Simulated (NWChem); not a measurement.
System: Si2H3Cl2F; SMILES Cl[SiH2][Si@@H](Cl)F

```xyz
8

F      1.8052    -0.8626    -0.4266
Si     0.4176    -0.7942     0.4097
Cl    -0.6760    -2.4905    -0.0172
Si    -0.8426     1.0307    -0.3333
Cl     0.1633     2.7728     0.1738
H      0.7601    -0.7952     1.8550
H     -1.0136     0.9693    -1.8120
H     -2.1763     1.0289     0.3326
```
Atoms are numbered in this order, from 1.

Program: NWChem. Pople sets run with spherical d functions. Structure relaxed at the PBE0/def2-SVP level. Solvent water, SMD (1 M gas to 1 M solution), gas-phase geometry. Reactions with the solvent are ignored.

**Question.** Order these by “solvation free energy (kcal/mol)”, lowest first: PBE0/6-31+G*; PBE0/STO-3G; PBE0/3-21G.

**Answer.** PBE0/3-21G (-1.6), PBE0/STO-3G (-1.0), PBE0/6-31+G* (0.0)
